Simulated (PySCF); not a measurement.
Compound: C6H12N2Si.
Cartesian coordinates in Å at the PBE0-D3(BJ)/def2-SVP level; atoms count from 1:
```
atom  x, y, z in Å
C1    -2.886   -0.937    0.111
N2    -1.916    0.077    0.425
C3    -2.301    1.432    0.150
C4    -0.579   -0.230    0.219
C5     0.014   -1.535    0.253
C6     1.360   -1.378    0.030
N7     1.638   -0.045   -0.155
Si8    3.245    0.667   -0.300
C9     0.448    0.663   -0.046
H10   -3.876   -0.621    0.472
H11   -2.641   -1.879    0.622
H12   -2.968   -1.153   -0.976
H13   -3.354    1.583    0.429
H14   -2.180    1.716   -0.918
H15   -1.695    2.129    0.751
H16   -0.492   -2.483    0.416
H17    2.148   -2.128   -0.019
H18    3.209    1.716   -1.359
H19    4.166   -0.442   -0.672
H20    3.689    1.292    0.981
H21    0.426    1.742   -0.174
```

Computed at PBE0/pcSseg-1 (PySCF, non-relativistic), with Q(14N) = 0.02044 b: N2, 14N (I = 1): χzz = -6.307 MHz, η = 0.010; N7, 14N (I = 1): χzz = -2.418 MHz, η = 0.552.

Question: Where would the pure quadrupole (NQR) lines of 14N at N2 fall for the rigid, isolated species?

Answer: From ν± = (3/4)|χ|(1 ± η/3) and ν0 = |χ|η/2: ν+ 4.746 MHz, ν− 4.715 MHz, ν0 0.031 MHz (aniline-type nitrogen).

Question: Find the zero-field quadrupole resonance frequencies of 14N at N7.

Answer: From ν± = (3/4)|χ|(1 ± η/3) and ν0 = |χ|η/2: ν+ 2.147 MHz, ν− 1.480 MHz, ν0 0.667 MHz (pyrrole-type nitrogen).

In a crystal, neighbours and librations shift these lines. A larger basis could move these couplings by a tenth or more.
